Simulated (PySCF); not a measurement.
CH₃BO, SMILES [BH3-]C#[O+]. Heavy atoms are numbered as in [BH3-:1][C:5]#[O+:6]. Hydrogens are named by the atom that carries them.

Coordinates come from a B3LYP-D3(BJ)/def2-TZVP optimisation.

Method: PBE/pcSseg-2 (PySCF).

GIAO shieldings, no solvent; atoms alike by connectivity are averaged. δ = σ(ref) − σ: ¹¹B against BF3 (σ = 83.1 ppm); ¹H against TMS (σ = 31.47 ppm); ¹³C against TMS (σ = 181.4 ppm); ¹⁷O against H2O (σ = 327.5 ppm), references at their B3LYP-D3(BJ)/def2-TZVP geometries, non-relativistic.

Estimate the chemical shifts. (An estimate is asked for; the answer gives what the named calculation found.)


```json
[
 {"nucleus": "¹¹B", "atoms": "B1 (BH3)", "count": "1", "δ (ppm)": "-76.4"},
 {"nucleus": "¹H", "atoms": "H on B1", "count": "3", "δ (ppm)": "1.45"},
 {"nucleus": "¹³C", "atoms": "C5", "count": "1", "δ (ppm)": "193.3"},
 {"nucleus": "¹⁷O", "atoms": "O6", "count": "1", "δ (ppm)": "359.9"}
]
```
